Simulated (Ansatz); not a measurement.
Born–Oppenheimer molecular dynamics of Cl3Ge2H5O (11 atoms, charge 0, multiplicity 1). It starts at the highest image of a converged band. Of that band: Neighbouring images differ by up to 1.9 eV, so the band resolves the path poorly. A vibrational analysis at the climbing image gives one clearly imaginary mode, 893i cm⁻¹: a first-order saddle point.

Level of theory: Ansatz, RKS PBE/def2-SVP.

* ensemble: NVE (velocity Verlet)
* time step: 0.5 fs
* steps asked: 200
* starting velocities drawn for: 300 K
* seed: 5822

First frame:

```xyz
11
Properties=species:S:1:pos:R:3
Ge 0.143 0.361 0.136
Ge 0.254 -0.179 2.860
H -1.225 -0.237 3.294
H 0.881 -1.567 2.619
H 1.105 0.625 3.884
Cl 2.083 -0.208 -0.624
Cl -1.134 1.286 -1.385
O -0.811 -1.163 0.369
H -1.557 -1.159 -0.267
Cl 0.852 2.701 0.920
H 0.507 1.271 1.728
```

**Question.** How far do the bonds stretch over the last three quarters of this one trajectory? (Pairs bonded in most of those frames.)

**Answer.** 
```tsv
bond	mean (Å)	spread (Å)	shortest	longest
Ge1–Ge2	2.439	0.110	2.31	2.69
Ge1–Cl6	2.234	0.062	2.11	2.31
Ge1–Cl7	2.252	0.079	2.09	2.34
Ge1–O8	1.801	0.011	1.78	1.83
Ge2–H3	1.550	0.023	1.51	1.59
Ge2–H4	1.552	0.016	1.52	1.58
Ge2–H5	1.553	0.019	1.52	1.60
O8–H9	0.980	0.005	0.97	0.99
Cl10–H11	1.315	0.063	1.22	1.41
```

Pairs bonded in part of these frames only: Ge1–Cl10 13 %.

Mean temperature of the second half: 1370 K. The conserved energy stayed within 0.14 meV per atom of its start (net change 0.024 meV per atom), so the integration is sound. The kinetic energy rose, since the run started high on the potential surface and went downhill. It ends in pieces (Cl2Ge2H4O + ClH), so much of that is their flight and rotation, not heat. A run of 0.1 ps of so small a system gives no equilibrium averages. The orbitals stay closed-shell, which can raise the energy where a bond breaks towards radicals; this wasn't checked here.

The run took 3.5 min on 4 threads of Intel(R) Xeon(R) 6975P-C (Granite Rapids), on a shared host, peak memory 0.29 GiB.
